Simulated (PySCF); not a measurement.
## Worked example: chemical shift, span and skew from a shielding tensor

C3H7BO2, SMILES C[C@H]1OCB1O. Atoms are numbered in the order given.

```xyz
13

C     -1.7562    -0.9508     0.1002
C     -0.8003     0.1643    -0.2935
O     -0.5140     1.0635     0.8255
C      0.9254     0.9036     0.8218
B      0.7576    -0.1117    -0.3885
O      1.5164    -0.8992    -1.1672
H     -1.3428    -1.5619     0.9184
H     -2.7176    -0.5351     0.4438
H     -1.9522    -1.6119    -0.7596
H     -1.2255     0.7412    -1.1396
H      1.4520     1.8584     0.6238
H      1.3033     0.5110     1.7863
H      2.4617    -0.8605    -0.9677
```

Geometry optimised at B3LYP-D3(BJ)/def2-SVP. The structure was generated by enumeration; whether it is a known compound was not checked. One conformer was computed; it need not be the lowest.

GIAO shieldings from PBE/pcSseg-1 in PySCF, non-relativistic, no solvent. The symmetric part of the tensor of C4 has the principal values 63.3, 87.4, 168.8 ppm. The same nucleus in TMS has σ = 182.0 ppm at this level (PySCF, at its B3LYP-D3(BJ)/def2-TZVP geometry).

Problem. Work out the isotropic shielding, the ¹³C shift against TMS, the span and the skew.

Solution. 
σ(iso) = (σ11 + σ22 + σ33)/3 = 106.5 ppm. δ = σ(ref) − σ(iso) = 182.0 − (106.5) = 75.5 ppm.
Span Ω = σ33 − σ11 = 105.5 ppm. Skew κ = 3(σ(iso) − σ22)/Ω = 0.54. Tumbling in solution averages the tensor to δ; in a static solid the shielding alone would spread this spin-1/2 line over Ω.
